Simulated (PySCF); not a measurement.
# Spinor energies of P⁴⁺ (phosphorus, charge +4)

Start: [Ne] 3s1; 3s1/2 filled at m_j = +1/2. Calculated with PySCF 2.14 in x2c-TZVPall-2c: generalised Hartree-Fock with the X2C-1e Hamiltonian and a Gaussian nucleus; one run each with spin-orbit coupling (SO) switched off, then screened by Boettger's factors.

```
spinor shell  electrons  ε, spin-free (eV)  ε, screened SO (eV)  weight of nominal j (screened SO)  rms radius, screened SO (bohr)
       1s1/2          2            -2241.1              -2241.1                              1.000                           0.120
       2s1/2          2            -261.72              -261.72                              1.000                           0.558
       2p1/2          2            -203.50              -204.21                              0.953                           0.534
       2p3/2          4            -203.50              -203.15                              0.976                           0.536
       3s1/2          1            -64.541              -64.541                              1.000                            1.73
```

```json
{"quantity": "E (hartree)", "spin-free": "-337.53976", "screened SO": "-337.54017"}
{"quantity": "M_J", "spin-free": "1/2", "screened SO": "1/2"}
{"quantity": "⟨J²⟩", "spin-free": "0.750", "screened SO": "0.750"}
{"quantity": "⟨L²⟩", "spin-free": "0.000", "screened SO": "0.000"}
{"quantity": "⟨S²⟩", "spin-free": "0.750", "screened SO": "0.750"}
```

Each row is a mean over spinors that exchange with the open shell spreads, by up to 1.180 eV (2s1/2).

Without spin-orbit coupling the j labels of p, d and f shells carry no meaning; the spin-free column gives the mean over the occupied spinors of each nl shell.
